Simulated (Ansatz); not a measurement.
The same path of Cl2F2H2OZr (8 atoms, charge 0, multiplicity 1) was run twice with different band settings. Lost on the way: F7–H8. Made: O2–H8.

Theory: RKS PBE0-D4/def2-SVP (Ansatz 0.2.0).

Relaxed end points:

```xyz
8
Properties=species:S:1:pos:R:3
Zr 0.050 -0.213 0.020
O -0.112 -0.232 2.008
H -0.545 0.308 2.675
Cl 2.122 0.405 -0.895
F -0.992 1.337 -0.246
Cl -1.147 -1.841 -1.177
F 1.159 -1.962 1.148
H 0.773 -1.502 1.917
```

```xyz
8
Properties=species:S:1:pos:R:3
Zr 0.480 -0.367 -0.087
O -0.514 -0.722 2.014
H -0.938 0.029 2.449
Cl 1.809 0.286 -1.914
F -0.161 1.350 0.449
Cl -1.154 -1.748 -1.064
F 1.798 -1.309 0.925
H -0.014 -1.216 2.677
```

Common settings: movable images 5; climbing image yes; spring 5.0 eV/Å²; optimiser quadratic models (default); start path through a guess of the saddle point; iteration limit 60; end points relaxed.

| run | force threshold |
| --- | --- |
| 1 | 0.05 eV/Å |
| 2 | 0.2 eV/Å |

**Question.** What does each run give, and how far can it be trusted?

**Answer.** Run 1: converged after 17 iterations, highest image 0.026 eV above the first end. A vibrational analysis at the climbing image gives one clearly imaginary mode, 357i cm⁻¹: a first-order saddle point.
Run 2: converged after 10 iterations, highest image 0.030 eV above the first end. The threshold of 0.2 eV/Å is loose, so the images may lie well off the minimum-energy path. The order of the point at the top wasn't checked.
The orbitals stay closed-shell, which can raise the energy where a bond breaks towards radicals; this wasn't checked here.
